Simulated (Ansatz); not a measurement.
A made-up structure of InH$_{3}$S$_{2}$, closed shell:

S1  (-0.820, -1.942, 0.119)
In2  (0.328, 0.378, -0.528)
S3  (0.368, 2.138, 1.470)
H4  (-0.608, -2.547, -1.242)
H5  (1.058, 0.762, -2.251)
H6  (-0.326, 1.211, 2.432)
(Å)

It is relaxed with PBE-D4/def2-SVP and then PBE0-D4/def2-TZVP (Ansatz 0.2.0). Atoms count as bonded within 1.22 times the sum of their covalent radii (H–H: 0.88 Å). The end point is not checked to be a true minimum.

(1) Does its bonding change? (Judge from chemistry; the calculation decides.)

Results:

(1) By the calculation: No: no bond forms or breaks.

Where it ends: The first stage lowers the energy by 0.98 eV in 6 steps. It ends as InH₃S₂ ([SH][InH][SH]):
| atom | x (Å) | y (Å) | z (Å) |
| --- | --- | --- | --- |
| S1 | -0.7316 | -1.7328 | 0.1075 |
| In2 | 0.2934 | 0.3378 | -0.4725 |
| S3 | 0.3278 | 1.9080 | 1.3127 |
| H4 | -0.5432 | -2.2740 | -1.1075 |
| H5 | 0.9450 | 0.6821 | -2.0101 |
| H6 | -0.2912 | 1.0790 | 2.1698 |

Labels in which every atom is bracketed show which atoms are joined, not bond orders.

For scale, one of the runs: PBE0-D4/def2-TZVP relaxation, 142 basis functions, launched by `ansatz run in.yaml --threads 2 --pin off --events-out ev --progress --plain --max-ram 4352MiB`. The run took about 16 s on 2 CPU threads of an AMD EPYC 7B13 (shared host).
